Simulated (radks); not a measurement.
Values are calculated unless marked as measured or tabulated.
Question: All-electron atom: Sr+ in [Kr] 5s1. Code: a radial shooting solver on a logarithmic mesh with Libxc functionals. Model: scalar-relativistic Kohn-Sham, exchange-only B88, spin-polarised, spherical densities, finite nucleus; open shells are filled with parallel spins first (spin-orbit coupling, left out, can overturn this in heavy ions); Fermi nuclear charge, rms radius 4.224 fm. Some entries of the table are withheld. Estimate them.

| orbital | occ. | eigenvalue (eV) | <r^2> (bohr^2) | r(max) (bohr) |
|---|---|---|---|---|
| 1s up | 1 | -15945.69 | 0.002067 | 0.02553 |
| 1s down | 1 | -15945.68 | 0.002067 | 0.02553 |
| 2s up | 1 | -2163.522 | 0.03507 | 0.1451 |
| 2s down | 1 | -2163.513 | 0.03507 | 0.1451 |
| 2p up | 3 | -1923.295 | 0.02765 | 0.1160 |
| 2p down | 3 | -1923.286 | 0.02765 | 0.1160 |
| 3s up | 1 | -338.6310 | 0.2782 | 0.4358 |
| 3s down | 1 | -338.6137 | 0.2782 | 0.4358 |
| 3p up | 3 | -261.1302 | 0.2904 | 0.4306 |
| 3p down | 3 | -261.1118 | 0.2903 | 0.4307 |
| 3d up | 5 | -133.0940 | 0.3031 | 0.3763 |
| 3d down | 5 | -133.0735 | 0.3030 | 0.3763 |
| 4s up | 1 | -46.0772 | (1) | 1.189 |
| 4s down | 1 | -45.9966 | (2) | 1.190 |
| 4p up | 3 | -28.0183 | 2.853 | (3) |
| 4p down | 3 | -27.8654 | 2.800 | (4) |
| 5s up | 1 | -8.3536 | 17.37 | 3.475 |

Answer: 
(1) 4s up <r^2> (bohr^2): 2.097
(2) 4s down <r^2> (bohr^2): 2.086
(3) 4p up r(max) (bohr): 1.326
(4) 4p down r(max) (bohr): 1.325
